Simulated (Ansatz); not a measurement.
Start from `N#[C][AlH][OH]` and change one atom or group to get `[CH3][GeH2][AlH][C]#N`.

Ansatz, PBE0-D4/def2-TZVP geometries, multiplicity 1. Each molecule was computed in one conformer, which needn't be the lowest.

Scalar relativity is left out up to krypton.

```tsv
property	`N#[C][AlH][OH]`
HOMO–LUMO gap (PBE/def2-TZVPP) / eV	5.31
LUMO energy (PBE/def2-TZVPP) / eV	-2.66
HOMO–LUMO gap (PBE0/def2-TZVPP) / eV	7.64
LUMO energy (ωB97M-V/def2-TZVPP) / eV	-0.10
size of the dipole moment (B3LYP/def2-TZVPP) / D	4.57
LUMO energy (B3LYP/def2-TZVPP) / eV	-2.09
```

Task: Give the same properties after the change, and the shifts. (Best estimate.)

Result: Computed: 
```
                                        property  `[CH3][GeH2][AlH][C]#N`  shift
             HOMO–LUMO gap (PBE/def2-TZVPP) / eV                     3.44  -1.87
               LUMO energy (PBE/def2-TZVPP) / eV                    -3.38  -0.72
            HOMO–LUMO gap (PBE0/def2-TZVPP) / eV                     5.28  -2.36
           LUMO energy (ωB97M-V/def2-TZVPP) / eV                    -0.93  -0.83
size of the dipole moment (B3LYP/def2-TZVPP) / D                     3.26  -1.31
             LUMO energy (B3LYP/def2-TZVPP) / eV                    -2.82  -0.73
```

With PBE0 the HOMO rises by 1.58 eV and the LUMO falls by 0.78 eV, so the gap narrows by about 2.36 eV. PBE moves the HOMO by 1.16 eV and ωB97M-V by 1.90 eV. The zero-point energy changes by 101.6 kJ/mol with +15 modes. Dipoles are sizes alone; their direction can turn.

B3LYP here is the variant with VWN-RPA as its local correlation; programs differ in this.
